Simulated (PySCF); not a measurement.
Working out the excitation energy of Ar²⁺

Ar²⁺ [Ne] 3s2 3p4 (3P) → Ar²⁺ [Ne] 3s1 3p4 4s1 (5P). Calculation: PySCF 2.14, in x2c-TZVPPall with one added diffuse shell each of s, p, d type (6s6p4d1f, 51 functions); the spin-free X2C one-electron Hamiltonian (Gaussian nucleus). Frozen: 1s2. Energies in hartree (1 hartree = 27.21139 eV):

```csv
part,Ar²⁺ (lower),Ar²⁺ (upper)
UHF,-527.111270,-525.777479
MP2 opposite-spin,-0.215828,-0.205904
MP2 same-spin,-0.082869,-0.088973
```

Task: What does Hartree-Fock give?

Result: (-525.777479) − (-527.111270) = 1.333791 hartree = 36.294 eV.

Task: What do MP2 and SCS-MP2 (6/5 opposite-spin, 1/3 same-spin) give?

Result: The opposite-spin parts differ by 0.270 eV and the same-spin parts by -0.166 eV. MP2: 36.294 + (0.270) + (-0.166) = 36.398 eV. SCS-MP2: 36.294 + 1.2 × (0.270) + (-0.166)/3 = 36.563 eV.
